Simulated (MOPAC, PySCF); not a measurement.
Ligands exchanged one at a time, Al F-OH. All species are isolated molecules in the gas phase. One relaxed conformer stands for each flexible species; it need not be the lowest. Strings in code marks are SMILES.

Quantity: vertical ionisation energy (energy after one electron is removed minus that of the parent at the parent's geometry), in eV.

Level 1: PBE0-D3(BJ)/def2-TZVP (PySCF)
Level 2: ωB97X-D3(BJ)/def2-TZVP // PBE0-D3(BJ)/def2-TZVP (PySCF)
Level 3: minus the HOMO energy of PBE-D3(BJ)/def2-TZVP // PBE0-D3(BJ)/def2-TZVP (PySCF)
Level 4: minus the HOMO energy of PM6 // PBE0-D3(BJ)/def2-TZVP (MOPAC)

```tsv
species	level 1	level 2	level 3	level 4
`[OH][Al]([OH])[OH]`	11.34	11.94	7.29	11.81
`[OH][Al]([F])[F]` (H–O–Al–F torsion 0°)	12.87	13.12	8.19	12.69
`[OH][Al]([OH])[F]` (H–O–Al–F torsion 180°, F–Al–O–H torsion 0°)	11.83	12.31	7.62	12.11
```
